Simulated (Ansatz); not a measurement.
TaF3, SMILES [Ta]([F])([F])[F] (connectivity only; charge and spin as stated), neutral, multiplicity 3.

Geometry optimised at B3LYP-D3(BJ)/def2-TZVP. The multiplicity is an assumed one; other spin states were not compared. The def2 effective core potentials stand for the cores of Ta; spin–orbit coupling is left out.

Two levels are set side by side: PBE/def2-SVPD (Ansatz, a program for electronic structure) and CAM-B3LYP/def2-SVPD (Ansatz). Energy differences of separate SCF runs at the same geometry; the states with an electron removed or added have multiplicity 2 and 2. Differences are taken from unrounded values.

```json
[
 {"quantity": "vertical ionisation energy (eV)", "CAM-B3LYP": "8.45", "PBE": "8.06", "PBE minus CAM-B3LYP": "-0.39"},
 {"quantity": "vertical electron affinity (eV)", "CAM-B3LYP": "1.26", "PBE": "1.18", "PBE minus CAM-B3LYP": "-0.07"}
]
```
